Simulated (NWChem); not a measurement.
**Atomisation of C$_{2}$H$_{4}$F**

```xyz
7

C     -1.1564     0.1715    -0.2995
C      0.3070     0.3802    -0.2082
F      0.9969    -0.5581     0.4650
H     -1.6079     0.9270    -0.9604
H     -1.6559     0.2460     0.6896
H     -1.3895    -0.8296    -0.7012
H      0.7772     1.3696    -0.1671
```
Charge 0, spin multiplicity 2.

Program: NWChem. All single points use one geometry, from UB3LYP/def2-SVP, a minimum by its harmonic frequencies.

Basis set: def2-TZVP. The atomisation energy is electronic alone: no zero-point, thermal, spin-orbit or counterpoise terms. No value is extrapolated to the basis-set limit. Free atoms are single determinants with multiplicities C 3, F 2, H 2. Correlated methods freeze the same cores in atoms and molecule, 3 orbitals in all.

```json
[
 {"method": "LDA (SVWN5)", "atomisation energy (kcal/mol)": "708.5", "relative cost": "1"},
 {"method": "B3LYP", "atomisation energy (kcal/mol)": "613.7", "relative cost": "under 3"},
 {"method": "PBE0", "atomisation energy (kcal/mol)": "618.3", "relative cost": "under 3"},
 {"method": "BP86", "atomisation energy (kcal/mol)": "635.8", "relative cost": "under 3"},
 {"method": "PBE", "atomisation energy (kcal/mol)": "630.4", "relative cost": "under 3"},
 {"method": "BLYP", "atomisation energy (kcal/mol)": "612.7", "relative cost": "under 3"},
 {"method": "HF", "atomisation energy (kcal/mol)": "457.6", "relative cost": "under 3"},
 {"method": "MP2", "atomisation energy (kcal/mol)": "600.0", "relative cost": "4"},
 {"method": "CAM-B3LYP", "atomisation energy (kcal/mol)": "618.5", "relative cost": "10"}
]
```

The values span 250.9 kcal/mol, from HF (lowest) to LDA (SVWN5) (highest). Costs are rough ratios of processor time within this set of runs, SCF included, with LDA (SVWN5) as 1. Costs are the molecule's.

B3LYP has NWChem's definition, with VWN1-RPA local correlation. GW and range-separated runs recompute their integrals, the others keep them in memory, which bears on the times. The structure started from a generated list of species. No SCF solution was tested for a lower state. Open-shell Hartree-Fock references start from PBE0 orbitals; any time given for them includes that run.
